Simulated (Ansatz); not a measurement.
Two isomers of C2H5GaO: A = `[CH3][GaH][CH]=O`, B = `C=[C](O)[GaH2]`.

Computed with Ansatz on PBE0-D4/def2-TZVP structures; ΔE is electronic, products minus reactants. CCSD(T)/CBS is the MP2 limit (def2-TZVPP, def2-QZVPP) plus CCSD(T) − MP2 in def2-TZVPP, frozen cores. Functionals use def2-TZVPP. B3LYP here is the variant with VWN-RPA as its local correlation; programs differ in this. For Ga outer-core shells are correlated without core-valence functions, which leaves a few kJ/mol of doubt a bond. Scalar relativity is left out up to krypton. One conformer a species, not always the lowest.

(1) Which is lower in electronic energy at CCSD(T)/CBS, and by how much? (Best estimate.)

(2) Give E(B) − E(A) in kJ/mol with ωB97M-V, B3LYP-D4, HF/def2-TZVPP, MP2/def2-TZVPP, PBE0-D4, PBE-D4, BLYP-D4. (Estimate.)

(3) Does the order hold for the free energy at 298.15 K (harmonic terms from PBE0-D4)? (Estimate.)

Largest T1 diagnostic: 0.015.

## Answers

(1) Ansatz gave: A, by 22.6 kJ/mol.

(2) Ansatz gave: ωB97M-V 23.1, B3LYP-D4 24.5, HF/def2-TZVPP 28.0, MP2/def2-TZVPP 26.6, PBE0-D4 21.3, PBE-D4 24.6, BLYP-D4 28.2. None reverses the order clearly.

(3) Computed: Yes: G(B) − G(A) = +31.5 kJ/mol, for one conformer each. Modes under 60 cm⁻¹, often nearly free rotors, make the harmonic entropy too high.

At CCSD(T), def2-SVP lies +9.3 kJ/mol from the extrapolated value and def2-TZVPP +3.8 kJ/mol. From BLYP to BHLYP (50 % exact exchange), in def2-TZVPP and without D4, E(B) − E(A) moves by −9.4 kJ/mol.
